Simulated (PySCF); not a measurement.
Si(Br)3(Et), C2H5Br3Si, SMILES CC[Si](Br)(Br)Br, B3LYP/def2-SVP optimised geometry. Atoms within 1.6 Å of the plane z = 0.0 Å (x, y, z in Å): C2 (-1.42, -0.46, -1.52), Si3 (-0.76, 0.42, 0.00), Br4 (1.48, 0.42, 0.00), Br5 (-1.48, 2.54, 0.00), H8 (-1.36, -2.54, -0.82), H10 (-2.52, -0.36, -1.48).

Level of theory: B3LYP/def2-TZVP (PySCF). Cells within 0.4 Å of a nucleus heavier than hydrogen are left out (blank, or x).

Map of the deformation density (molecule minus spherical neutral atoms) (e/bohr³) on the plane z = 0.0 Å:

```
|3333333333333333333333333333333|
|3333333333333333333333333333333|
|3333333333333333333333333333333|
|3333333333333333333333333333333|
|3333333332223333333333333333333|
|3333333322234443333333333333333|
|3333333335678543333333333333333|
|3333333458xx7543333333333333333|
|3333334467xx4433333333333333333|
|3333334445435543333333333333333|
|3333333344589743333443333333333|
|3333333334689633344554333333333|
|3333333332345323654685323333333|
|333333332101xx36973xx6223333333|
|333333332100xx36973xx6223333333|
|3333333321122214764566223333333|
|3333333322222002444675333333333|
|3333333322222102334444333333333|
|3333333332222112333443333333333|
|3333333332222222333333333333333|
|3333333333222223333333333333333|
|3333333333222233333333333333333|
|3333333333222333333333333333333|
|3333333333222333333333333333333|
|3333333333223333333333333333333|
|3333333333333333333333333333333|
|3333333333333333333333333333333|
|3333333333333333333333333333333|
|3333333333333333333333333333333|
|3333333333333333333333333333333|
|3333333333333333333333333333333|
```
Scale: ten equal steps from -0.016 (start of '0') to 0.025 (end of '9'), in the order '0123456789'; x runs from -5.00 to 5.00, y from -5.00 (bottom) to 5.00 (top).
